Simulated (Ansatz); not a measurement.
Cl$_{3}$Sc, charge -1, doublet, at a GFN2-xTB geometry (such geometries of metal compounds can be far from the true shape) (the multiplicity is a formal guess) (a gas-phase anion, which may not be bound at this level). Base run: HF/cc-pVDZ (Ansatz, a quantum-chemistry and plane-wave program).

Geometry (Å):
```xyz
4

Sc     0.0000     0.0000     0.0000
Cl     2.1698    -0.3731    -0.6413
Cl    -0.7962    -0.9221     1.9428
Cl    -1.3737     1.2953    -1.3015
```
Charge -1, spin multiplicity 2.
Orbitals are unrestricted.
All else is at Ansatz's defaults.

The base run was repeated with changes; each row names its change, and settings that it needs were set with it.

```json
[
 {"change": "base", "basis functions": "97", "E (Eh)": "-2138.62772"},
 {"change": "basis = cc-pVTZ-DK; relativity = spin-free X2C; nucleus = Gaussian", "basis functions": "170", "E (Eh)": "-2146.43995"},
 {"change": "basis = cc-pVTZ-DK; relativity = none", "basis functions": "170", "E (Eh)": "-2136.15833"},
 {"change": "basis = x2c-TZVPall; relativity = none", "basis functions": "159", "E (Eh)": "-2136.98816"},
 {"change": "basis = x2c-SVPall; relativity = spin-free X2C; nucleus = Gaussian", "basis functions": "90", "E (Eh)": "-2145.77874"},
 {"change": "basis = cc-pVTZ-DK; relativity = spin-free X2C", "basis functions": "170", "E (Eh)": "-2146.44289"},
 {"change": "basis = x2c-SVPall; relativity = none", "basis functions": "90", "E (Eh)": "-2136.73518"},
 {"change": "basis = x2c-SVPall; relativity = spin-free X2C", "basis functions": "90", "E (Eh)": "-2145.78126"},
 {"change": "basis = x2c-TZVPall; relativity = spin-free X2C", "basis functions": "159", "E (Eh)": "-2146.41380"},
 {"change": "basis = x2c-TZVPall; relativity = spin-free X2C; nucleus = Gaussian", "basis functions": "159", "E (Eh)": "-2146.41111"}
]
```

Total energies compare only within one method and basis.

Ansatz warned in this series: the basis is contracted for relativity, which the run leaves out.

A gas-phase anion may not be bound at this level; its values then depend on the basis.

Basis sets contracted for a relativistic Hamiltonian are a mismatch without it, so the rows without relativity aren't non-relativistic limits. No row has spin-orbit coupling; sets with core potentials leave out the core electrons.
